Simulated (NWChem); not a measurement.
SnHF₃; SMILES [F][SnH]([F])[F]

Program: NWChem. Geometry: optimised at PBE0/def2-SVP. No frequency run checked for a minimum. def2 effective core potentials on Sn; no spin-orbit coupling. B3LYP is NWChem's, with the RPA form of VWN correlation. Ions are spin-unrestricted doublets at the neutral geometry; other ion states weren't tried.

For level B3LYP/def2-SVP:

```yaml
"−ε(HOMO) (eV)": 10.50
```

**Question.** What are these values for level PBE/def2-SVP?

**Answer.** 
| Property | Result |
|---|---|
| −ε(HOMO) (eV) | 8.93 |
